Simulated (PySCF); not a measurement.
C24H21F2N: Orbital levels and atomic charges

System: C24H21F2N (liquid-crystal mesogen), SMILES CCCCCc1cc(F)c(-c2ccc(-c3ccc(C#N)cc3)cc2)c(F)c1.

Cartesian coordinates (Å):
```
  1 C    -6.383    0.518    2.004
  2 C    -6.204   -0.020    0.589
  3 C    -5.357    0.920   -0.267
  4 C    -5.295    0.522   -1.742
  5 C    -4.527   -0.783   -2.005
  6 C    -3.092   -0.667   -1.587
  7 C    -2.626   -1.270   -0.427
  8 C    -1.306   -1.116   -0.047
  9 F    -0.897   -1.735    1.080
 10 C    -0.383   -0.379   -0.785
 11 C     1.030   -0.253   -0.391
 12 C     1.384    0.119    0.904
 13 C     2.714    0.231    1.259
 14 C     3.723   -0.039    0.336
 15 C     5.138    0.071    0.715
 16 C     6.058   -0.898    0.315
 17 C     7.387   -0.802    0.672
 18 C     7.823    0.280    1.438
 19 C     9.181    0.387    1.811
 20 N    10.281    0.477    2.120
 21 C     6.912    1.258    1.840
 22 C     5.585    1.148    1.482
 23 C     3.364   -0.415   -0.957
 24 C     2.036   -0.514   -1.318
 25 C    -0.888    0.215   -1.941
 26 F    -0.067    0.971   -2.698
 27 C    -2.202    0.087   -2.343
 28 H    -5.418    0.644    2.490
 29 H    -6.885    1.482    1.986
 30 H    -6.980   -0.167    2.601
 31 H    -5.732   -1.002    0.642
 32 H    -7.186   -0.144    0.126
 33 H    -4.344    0.968    0.139
 34 H    -5.787    1.923   -0.206
 35 H    -4.815    1.328   -2.301
 36 H    -6.312    0.410   -2.126
 37 H    -4.577   -0.998   -3.075
 38 H    -5.007   -1.604   -1.472
 39 H    -3.278   -1.866    0.192
 40 H     0.614    0.332    1.631
 41 H     2.975    0.507    2.270
 42 H     5.721   -1.745   -0.264
 43 H     8.096   -1.556    0.365
 44 H     7.256    2.096    2.427
 45 H     4.885    1.914    1.779
 46 H     4.133   -0.607   -1.691
 47 H     1.773   -0.808   -2.323
 48 H    -2.522    0.579   -3.247
```

Method: PBE/6-31G*, gas phase, PySCF, fitting set def2-universal-JFIT, grid level 1.

Q: Give the orbital energies near the gap.

A: 
```json
{"orbital": "HOMO-4", "eV": "-6.72"}
{"orbital": "HOMO-3", "eV": "-6.40"}
{"orbital": "HOMO-2", "eV": "-6.28"}
{"orbital": "HOMO-1", "eV": "-5.95"}
{"orbital": "HOMO", "eV": "-5.55"}
{"orbital": "LUMO", "eV": "-2.28"}
{"orbital": "LUMO+1", "eV": "-1.37"}
{"orbital": "LUMO+2", "eV": "-1.35"}
{"orbital": "LUMO+3", "eV": "-1.06"}
```

Q: Give the partial charges of the non-hydrogen atoms.

A: 
```json
{"atom": "C1", "Mulliken": "-0.49", "IAO": "-0.42", "Hirshfeld": "-0.10"}
{"atom": "C2", "Mulliken": "-0.29", "IAO": "-0.24", "Hirshfeld": "-0.05"}
{"atom": "C3", "Mulliken": "-0.28", "IAO": "-0.25", "Hirshfeld": "-0.05"}
{"atom": "C4", "Mulliken": "-0.29", "IAO": "-0.24", "Hirshfeld": "-0.05"}
{"atom": "C5", "Mulliken": "-0.39", "IAO": "-0.26", "Hirshfeld": "-0.05"}
{"atom": "C6", "Mulliken": "0.20", "IAO": "0.03", "Hirshfeld": "0.02"}
{"atom": "C7", "Mulliken": "-0.29", "IAO": "-0.21", "Hirshfeld": "-0.07"}
{"atom": "C8", "Mulliken": "0.37", "IAO": "0.28", "Hirshfeld": "0.08"}
{"atom": "F9", "Mulliken": "-0.27", "IAO": "-0.24", "Hirshfeld": "-0.06"}
{"atom": "C10", "Mulliken": "-0.14", "IAO": "-0.09", "Hirshfeld": "-0.03"}
{"atom": "C11", "Mulliken": "0.12", "IAO": "0.01", "Hirshfeld": "0.00"}
{"atom": "C12", "Mulliken": "-0.16", "IAO": "-0.14", "Hirshfeld": "-0.04"}
{"atom": "C13", "Mulliken": "-0.18", "IAO": "-0.15", "Hirshfeld": "-0.04"}
{"atom": "C14", "Mulliken": "0.08", "IAO": "0.00", "Hirshfeld": "0.01"}
{"atom": "C15", "Mulliken": "0.09", "IAO": "0.02", "Hirshfeld": "0.02"}
{"atom": "C16", "Mulliken": "-0.18", "IAO": "-0.14", "Hirshfeld": "-0.04"}
{"atom": "C17", "Mulliken": "-0.14", "IAO": "-0.12", "Hirshfeld": "-0.02"}
{"atom": "C18", "Mulliken": "0.12", "IAO": "-0.05", "Hirshfeld": "0.02"}
{"atom": "C19", "Mulliken": "0.08", "IAO": "0.13", "Hirshfeld": "0.06"}
{"atom": "N20", "Mulliken": "-0.31", "IAO": "-0.23", "Hirshfeld": "-0.22"}
{"atom": "C21", "Mulliken": "-0.14", "IAO": "-0.12", "Hirshfeld": "-0.02"}
{"atom": "C22", "Mulliken": "-0.18", "IAO": "-0.14", "Hirshfeld": "-0.04"}
{"atom": "C23", "Mulliken": "-0.18", "IAO": "-0.15", "Hirshfeld": "-0.04"}
{"atom": "C24", "Mulliken": "-0.16", "IAO": "-0.13", "Hirshfeld": "-0.04"}
{"atom": "C25", "Mulliken": "0.37", "IAO": "0.28", "Hirshfeld": "0.08"}
{"atom": "F26", "Mulliken": "-0.27", "IAO": "-0.24", "Hirshfeld": "-0.06"}
{"atom": "C27", "Mulliken": "-0.28", "IAO": "-0.21", "Hirshfeld": "-0.07"}
```
